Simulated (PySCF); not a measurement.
**TaO₂, doublet: molecular constants**

Computed with PySCF, UB3LYP, basis Ta def2-TZVP with ECP60, O def2-TZVP (scalar-relativistic core potentials, no spin–orbit coupling, density fitting).

The structure is a minimum.

```xyz
3
charge 0 multiplicity 2, angstrom
Ta    0.0000    0.0000   -0.1564
O     1.3814    0.0000    0.8875
O    -1.3814    0.0000    0.8875
```

* Point group: C2v
* Bond lengths: Ta–O 1.731 Å (×2)
* Bond angles: O–Ta–O 105.8°
* Zero-point energy: 13.6 kJ/mol
* Principal polarisabilities: 52.8, 56.2, 62.7 bohr³
* Spin squared ⟨S²⟩: 0.756
* Principal quadrupole moments (Buckingham, traceless) about the centre of mass: -7.76, 1.92, 5.84 D Å
* Dipole moment: 5.49 D
* Entropy at 298.15 K and 1 bar (electronic part: spin only): 280.2 J/(mol K)
* Atomisation energy without zero-point energy: 1416 kJ/mol
* Rotational constants: 0.5691, 0.2761, 0.1859 cm⁻¹
* Lowest empty level (β): -3.98 eV
* Heat capacity Cp at 298.15 K: 43.4 J/(mol K)
* Rotational symmetry number: 2
* Highest occupied level (α): -6.50 eV
* Enthalpy at 298.15 K above 0 K: 11.12 kJ/mol

Harmonic modes (masses in u: Ta 180.948, O 15.995):
```
symmetry  ω (cm⁻¹)  IR (km/mol)  μ (u)
      a1       338          6.0  17.29
      b2       937          188  17.62
      a1      1002         61.7  17.06
```

In C2v the vibrations span 2a1 + b2. Here b1 is antisymmetric to the molecular plane and b2 lies in it.

Charges (e):
| atom | Mulliken | Löwdin | polar tensor | spin (Mulliken) | Mayer order to Ta1 |
| --- | --- | --- | --- | --- | --- |
| Ta1 | 1.00 | 0.61 | 1.50 | 1.14 | – |
| O2,3 | -0.50 | -0.31 | -0.75 | -0.07 | 2.16 |

Mulliken populations on Ta1 (electrons outside its core potential): s 2.78, p 6.23, d 2.88, f 0.11.

Outer orbital energies (eV). α occupied: -23.90, -10.43, -10.09, -9.65, -9.26, -9.23, -7.94, -6.50; empty: -3.22, -3.01, -0.95, -0.71. β occupied: -24.36, -23.97, -10.41, -10.12, -9.68, -9.30, -9.25, -7.99; empty: -3.98, -2.51, -2.37, -0.67.

Formally Ta is in oxidation state +4, d1, with 1 unpaired electron. The Mulliken spin on Ta is 1.14. The polar-tensor charge on Ta, 1.50, is far below the formal one.

This need not be the most stable arrangement of these atoms. Open d and f shells are described by one determinant, and the ground state may have another occupation or spin. No spin–orbit coupling is included, which matters more the heavier the element.

The final relaxation and frequency run took 24 s on 4 threads of a shared Arm Neoverse V2 host, with 102 basis functions and 10 gradients; the process peaked at 0.93 GiB. Launch command: `OMP_NUM_THREADS=4 python axn.py task.json out`.
